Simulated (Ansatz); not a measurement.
Ansatz (a first-principles code) input (CCSD(T)/def2-SVPD):

Ansatz 0.2 input:
```yaml
crystal:
  periodic: [false, false, false]
  atoms:
    - {symbol: Si, position_ang: [-0.38195306, 0.03642764, -0.24545395]}
    - {symbol: Br, position_ang: [-0.70269540, -1.55912873, 1.23600448]}
    - {symbol: Br, position_ang: [-0.09248714, 1.94750499, 0.80687096]}
    - {symbol: Br, position_ang: [1.29526190, -0.42401868, -1.62303493]}
    - {symbol: O, position_ang: [-1.51942937, 0.09218723, -1.40725780]}
basis:
  gaussian:
    orbitals: def2-SVPD
magnetization: {spin_polarized: true, initial_magnetization: 1}
correlation: {method: ccsd_t, electrons: outside_noble_gas}
output: {forces: true}
```

End of the output:

```
cycle   3  -17.82821363 eV  change   -4.9e-7 eV  update   1.7e-6
cycle   4  -17.82821381 eV  change   -1.8e-7 eV  update   7.2e-7
cycle   5  -17.82821410 eV  change   -2.9e-7 eV  update   4.0e-7
cycle   6  -17.82821410 eV  change    1.9e-9 eV  update   2.2e-7
cycle   7  -17.82821414 eV  change   -4.3e-8 eV  update   1.6e-7
cycle   8  -17.82821412 eV  change    1.7e-8 eV  update   1.2e-7
perturbative correction -0.59303885 eV, -0.0217937757 hartree
the calculation of the forces begins
Total energy: -219888.80054079 eV, -8080.7643738919 hartree
Atom 0 at    -0.381953     0.036428    -0.245454 Å, force     1.113209    -0.073499     0.982341 eV/Å
Atom 1 at    -0.702695    -1.559129     1.236004 Å, force    -0.059222    -0.173519     0.144111 eV/Å
Atom 2 at    -0.092487     1.947505     0.806871 Å, force     0.007857     0.211956     0.096938 eV/Å
Atom 3 at     1.295262    -0.424019    -1.623035 Å, force     0.134296    -0.034161    -0.088181 eV/Å
Atom 4 at    -1.519429     0.092187    -1.407258 Å, force    -1.196139     0.069223    -1.135208 eV/Å
Dipole moment:     0.168491    -0.008266     0.172043 e Å
```

It need not be the lowest isomer of its formula.
